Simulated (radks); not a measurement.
Question: The hafnium ion Hf+ is in [Xe] 4f14 5d(3/2: 1, 5/2: 0) 6s2. Calculated with a radial shooting solver on a logarithmic mesh with Libxc functionals: Dirac Kohn-Sham, PBE, spin-unpolarised, spherical densities, finite nucleus; Fermi nuclear charge, rms radius of each element as measured or else 0.836 A^(1/3) + 0.57 fm. Sub-shells are occupied by j as written (lower j first in brackets). One electron is removed from 4f7/2, 5d3/2, 6s1/2, 4f5/2 in turn, with full relaxation. Which removal costs least, and what does each cost?

Answer: 6s1/2 15.158 eV; 5d3/2 15.785 eV; 4f7/2 34.926 eV; 4f5/2 36.758 eV. The 6s1/2 electron leaves first.
